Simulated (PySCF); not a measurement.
Species: C2H6ClFSi2.
Z-matrix (Å and degrees, PBE0-D3(BJ)/def2-SVP geometry), rows numbered from 1:
```
F 
Si  1  1.6201
Cl  2  2.0618  1  106.38
C   2  1.8306  1  110.39  3   120.78
C   4  1.5477  2  119.18  1   159.68
Si  5  1.8530  4   66.08  2  -111.78
H   2  1.4843  1  108.19  3  -116.16
H   4  1.0980  2  113.71  1   -58.87
H   5  1.0970  4  116.90  6   111.46
H   5  1.0949  4  115.97  6  -112.78
H   6  1.4816  4  117.73  5   106.63
H   6  1.4831  4  118.41  5  -105.15
```

Jobs on this species (12 atoms, 72 electrons) with PySCF (density fitting). Hardware of each: Arm Neoverse V1, one thread, on a shared host. The host was shared with other jobs, so the times are rough. Peak memory is the resident size of the whole Python process, interpreter and libraries included.

| level and settings | work | basis functions | SCF cycles | wall time | peak memory |
| --- | --- | --- | --- | --- | --- |
| PBE0/pcSseg-1 | shieldings, ring-centre shieldings | 153 | ? | ? | ? |
| WP04/pcSseg-1 | shieldings, ring-centre shieldings | 153 | 13 | 15 s | 0.85 GiB |
| PBE0/cc-pVTZ | shieldings, ring-centre shieldings, charges and field gradients | 276 | 13 | 45 s | 1.0 GiB |
| PBE0/pcSseg-2 | shieldings, ring-centre shieldings, charges and field gradients | 321 | 14 | 63 s | 1.4 GiB |
| PBE0/def2-SVP | shieldings, ring-centre shieldings, charges and field gradients | 126 | 12 | 13 s | 0.66 GiB |
| PBE0/IGLO-III | shieldings, ring-centre shieldings, charges and field gradients | 297 | 14 | 48 s | 1.1 GiB |
| PBE0/6-311+G(2d,p) | shieldings, ring-centre shieldings, charges and field gradients | 222 | 13 | 30 s | 0.92 GiB |
| PBE0/aug-cc-pVDZ | shieldings, ring-centre shieldings, charges and field gradients | 204 | 13 | 29 s | 0.98 GiB |
| PBE0/6-31G | shieldings, ring-centre shieldings, charges and field gradients | 78 | 13 | 8.6 s | 0.49 GiB |

Task: Fill in the missing figures.

Result: 
- PBE0/pcSseg-1; shieldings, ring-centre shieldings: 15 s, 0.85 GiB, 12 SCF cycles

Task: What do all jobs in the table cost together?

Result: About 4.4 min; the longest takes about 24 % of that, and about 7.3 times as long as the shortest.
